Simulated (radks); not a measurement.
All-electron atom: the praseodymium ion Pr+ in [Xe] 4f3 5d0.5 6s0.5 (fractional occupations, a model configuration). Method: scalar-relativistic Kohn-Sham, PBEsol, spin-polarised, spherical densities, point nucleus; open shells are filled with parallel spins first (spin-orbit coupling, left out, can overturn this in heavy ions); computed with a radial shooting solver on a logarithmic mesh with Libxc functionals.

Unscreened Slater integrals over Kohn-Sham orbitals (cm^-1). They are taken over the spin-up orbitals.

| integral | value |
|---|---|
| F0(4f,4f) | 179250 |
| F2(4f,4f) | 80704 |
| F4(4f,4f) | 49820 |
| F6(4f,4f) | 35620 |
| F0(4f,5d) | 86990 |
| F2(4f,5d) | 23425 |
| F4(4f,5d) | 12055 |
| G1(4f,5d) | 15394 |
| G3(4f,5d) | 10883 |
| G5(4f,5d) | 7932.3 |
| F0(4f,6s) | 62465 |
| G3(4f,6s) | 3407.4 |
| F0(4f,5p) | 128780 |
| F2(4f,5p) | 48694 |
| G2(4f,5p) | 30396 |
| G4(4f,5p) | 22380 |
| F0(5d,5d) | 68048 |
| F2(5d,5d) | 34425 |
| F4(5d,5d) | 22347 |
| F0(5d,6s) | 54789 |
| G2(5d,6s) | 18428 |
| F0(5d,5p) | 82052 |
| F2(5d,5p) | 36791 |
| G1(5d,5p) | 41166 |
| G3(5d,5p) | 25161 |
| F0(6s,6s) | 48633 |
| F0(6s,5p) | 60186 |
| G1(6s,5p) | 4886.5 |
| F0(5p,5p) | 112010 |
| F2(5p,5p) | 60146 |

Derived for the open shells (J is the average intra-shell exchange parameter used in DFT+U). 4f: F4/F2 = 0.617, F6/F2 = 0.441, J = (286 F2 + 195 F4 + 250 F6)/6435 = 6480 cm^-1. 5d: Racah B = F2/49 - 5 F4/441 = 449.2 cm^-1, C = 35 F4/441 = 1774 cm^-1, C/B = 3.95, F4/F2 = 0.649, J = (F2 + F4)/14 = 4055 cm^-1.
